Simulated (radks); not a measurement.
S I, configuration [Ne] 3s2 3p4. All-electron calculation, non-relativistic Kohn-Sham, PBE, spin-polarised, spherical densities, point nucleus; open shells are filled with parallel spins first. Program: a radial shooting solver on a logarithmic mesh with Libxc functionals. Some entries of the table are withheld. Estimate them.

| orbital | occ. | eigenvalue (hartree) | r(max) (bohr) | <r> (bohr) |
|---|---|---|---|---|
| 1s up | 1 | -88.10612 | 0.06371 | 0.09730 |
| 1s down | 1 | -88.09670 | 0.06371 | 0.09729 |
| 2s up | 1 | (1) | 0.3900 | 0.4811 |
| 2s down | 1 | (2) | 0.3902 | 0.4810 |
| 2p up | 3 | -5.75041 | 0.3264 | 0.4432 |
| 2p down | 3 | -5.73772 | 0.3267 | 0.4432 |
| 3s up | 1 | -0.65738 | (3) | 1.695 |
| 3s down | 1 | -0.58856 | (4) | 1.708 |
| 3p up | 3 | -0.28303 | 1.602 | 2.043 |
| 3p down | 1 | -0.22015 | 1.611 | 2.119 |

Answer. 
(1) 2s up eigenvalue (hartree): -7.73081
(2) 2s down eigenvalue (hartree): -7.72176
(3) 3s up r(max) (bohr): 1.418
(4) 3s down r(max) (bohr): 1.415
